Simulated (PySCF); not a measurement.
# Ni: excitation energy

Ni [Ar] 3d8 4s2 (3F) → Ni [Ar] 3d8 4s1 4p1 (high-spin determinant), as a difference of total energies. Calculation: PySCF 2.14, in ANO-RCC-VTZP (6s5p3d2f1g, 59 functions); scalar relativity by spin-free X2C-1e. Correlated levels: valence: [Ar] frozen; valence and next inner shell: [Ne] frozen. The calculations carry no spin-orbit coupling.

| method | excitation energy (eV) |
| --- | --- |
| UHF | 2.265 |
| LDA | 3.862 |
| PBE | 3.620 |
| r2SCAN | 3.282 |
| HSE06 | 3.392 |
| wB97M-V | 3.706 |
| CAM-B3LYP | 3.639 |
| MP2 (valence) | 3.207 |
| MP2 (valence and next inner shell) | 3.287 |
| SCS-MP2 (valence and next inner shell) | 3.414 |

Estimate what SCS-MP2 (valence) gives.

3.388 eV, closest to HSE06 among the rows shown.

Estimate what PBE0 gives.

3.352 eV, closest to HSE06 among the rows shown.

A first-order spin-orbit estimate (lowest level to lowest level, LS coupling) adds 0.025 eV.

The basis was made for the ground configuration and has no added diffuse functions, so the excitation energy can come out too high.

The determinant of the upper state mixes LS terms, which raises its energy above the lowest term, most at the Hartree-Fock and MP2 levels.
